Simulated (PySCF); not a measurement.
# The third ionisation energy along the 5p block

Calculated with PySCF 2.14 from differences of total energies of unrestricted determinants, without spin-orbit coupling. Values in eV. The last column holds reference values (NIST; (s) semi-empirical, (t) theoretical, else measured). Unmarked ones compare directly (S terms, centres of terms, or small fine structure); those marked * lie between the lowest fine-structure levels and include a spin-orbit shift.

```tsv
element	configurations	UHF	SCS-MP2 (valence)	CCSD (valence)	CCSD(T) (valence)	LDA	PBE0	reference
In (aug-cc-pVTZ-PP with ECP28MDF, ECP)	[Kr] 4d10 5s1 → [Kr] 4d10	26.619	n/a	n/a	n/a	29.089	28.277	28.044
Sn (aug-cc-pVTZ-PP with ECP28MDF, ECP)	[Kr] 4d10 5s2 → [Kr] 4d10 5s1	28.537	29.344	29.466	29.466	31.280	30.421	30.506
Sb (aug-cc-pVTZ-PP with ECP28MDF, ECP)	[Kr] 4d10 5s2 5p1 → [Kr] 4d10 5s2	24.139	24.352	24.432	24.449	24.920	24.735	25.323 *
Te (aug-cc-pVTZ-PP with ECP28MDF, ECP)	[Kr] 4d10 5s2 5p2 → [Kr] 4d10 5s2 5p1	26.971	27.241	27.342	27.362	27.714	27.564	27.84 ± 0.04 *
I (aug-cc-pVTZ-PP with ECP28MDF, ECP)	[Kr] 4d10 5s2 5p3 → [Kr] 4d10 5s2 5p2	29.856	30.166	30.276	30.300	30.485	30.399	29.57 ± 0.025 *
Xe (aug-cc-pVTZ-PP with ECP28MDF, ECP)	[Kr] 4d10 5s2 5p4 → [Kr] 4d10 5s2 5p3	29.366	30.066	30.132	30.154	30.811	30.500	31.05 ± 0.04 (s) *
```

"Valence" correlates the outer s and p shells and, in groups 3 to 12 and the f block, the outer d or f shell, open or full, or the next shell where the ion has no valence electron left; the wider scheme adds the next inner shell.
